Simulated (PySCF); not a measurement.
# Static response to an electric field

Species: CdMeBr, CH3BrCd (singlet state).
Cartesian coordinates in Å at the PBE0-D3(BJ)/def2-SVP level; atoms count from 1:
```xyz
6
CH3BrCd angstrom
Cd    -0.0073    0.0065   -1.1845
C      0.0022    0.0061    0.9190
H     -0.4494    0.9329    1.3001
H      1.0352   -0.0667    1.2875
H     -0.5726   -0.8527    1.2936
Br    -0.0081   -0.0262   -3.6157
```

Level: B3LYP/def2-SVPD (PySCF), static field, nuclei fixed, core orbitals frozen in the response. The polarisability tensor in these axes (au):

```
x    53.30   0.00   0.12
y     0.00  53.30   0.34
z     0.12   0.34 103.02
```

What are the eigenvalues, a third of the trace, and Δα (Δα² = ½Σ(αi − αj)² over the three pairs)?

Principal values 53.30, 53.30 and 103.02 au; mean 69.87 au = 10.35 Å³ = 11.52 × 10⁻⁴⁰ C²·m²/J; Δα = 49.72 au (71 % of the mean).

What is the dipole moment, and where does it point?

(0.00, 0.05, 3.08) D, 3.08 D in size, pointing from the negative to the positive side. Measured along this direction, the outermost atoms are Br6 at the negative end and H3, H4 and H5 at the positive end.

Refractivity n − 1 of an ideal gas of it at 298.15 K and 1 atm, from the electronic α?

N = p/kT = 2.4615 × 10¹⁹ cm⁻³, so n − 1 = 2π × N × 10.35 × 10⁻²⁴ cm³ = 1601 × 10⁻⁶ at long wavelengths, for an ideal gas.

Find the Langevin capture rate constant for O2+ (31.990 u) meeting this molecule (207.845 u), k = 2.342 × 10⁻⁹ cm³/s × √(α in Å³ / reduced mass in u).

The reduced mass is 27.72 u, so k = 1.43 × 10⁻⁹ cm³/s. The formula leaves out the permanent dipole, which adds to the capture rate.

How large is μ²/3kT at 298 K beside α?

In Gaussian units μ²/3kT = 76.74 Å³ against 10.35 Å³, a ratio of 7.41; the Debye molar polarisation (4π/3)N_A(α + μ²/3kT) is 219.7 cm³/mol, leaving out the vibrational part.

Geometry: PBE0-D3(BJ)/def2-SVP; no solvent, vibrations or thermal averaging. Atoms past krypton carry effective core potentials; spin–orbit coupling is left out. The calculation is non-relativistic apart from the core potentials, for bromine too.
